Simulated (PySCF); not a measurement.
A calculated (r2SCANh, PySCF 2.14, aug-cc-pVTZ-DK3, the spin-free X2C one-electron Hamiltonian (Gaussian nucleus)) atom or ion has these occupied shells.

```csv
shell,electrons,orbital energy (eV),"rms radius, mean of both spins (bohr)"
1s α,1,-29043.1,0.0333
1s β,1,-29043.0,0.0333
2s α,1,-4409.5,0.136
2s β,1,-4409.5,0.136
2p α,3,-3958.1,0.121
2p β,3,-3958.0,0.121
3s α,1,-861.81,0.362
3s β,1,-861.70,0.362
3p α,3,-712.54,0.363
3p β,3,-712.43,0.363
3d α,5,-481.99,0.342
3d β,5,-481.92,0.342
4s α,1,-140.77,0.873
4s β,1,-140.53,0.873
4p α,3,-95.189,0.948
4p β,3,-94.975,0.948
4d α,5,-28.704,1.19
4d β,5,-28.187,1.19
5s α,1,-13.387,2.54
5p α,3,-5.669,3.24
```

Problem. Name the element and its charge.

Solution. Sn (tin, neutral), in [Kr] 4d10 5s1 5p3, high-spin 5S determinant (an excited configuration).
